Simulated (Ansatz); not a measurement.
C$_{3}$H$_{2}$F$_{6}$ (`FCC(F)(F)C(F)(F)F`). Total charge 0; spin multiplicity 1.

```xyz
11

F    -1.205    0.818    1.945
C    -0.536   -0.096    1.183
C    -0.130    0.558   -0.123
F     0.662    1.621    0.109
F    -1.216    0.986   -0.793
C     0.642   -0.406   -1.050
F     0.972    0.192   -2.182
F    -0.110   -1.470   -1.331
F     1.754   -0.827   -0.448
H     0.358   -0.430    1.716
H    -1.191   -0.946    0.976
```

Q: Give the diagnostics of a CCSD(T)/def2-TZVPP run (frozen core, Ansatz 0.2.0). (Estimate.)

A: Computed: T1 = 0.0118, largest single amplitude 0.018, largest double 0.016, (T) share of the correlation energy 3.2 %, 9 CCSD cycles. The RHF solution is stable towards an unrestricted one. T1 lies under the customary mark of 0.02 for closed shells.
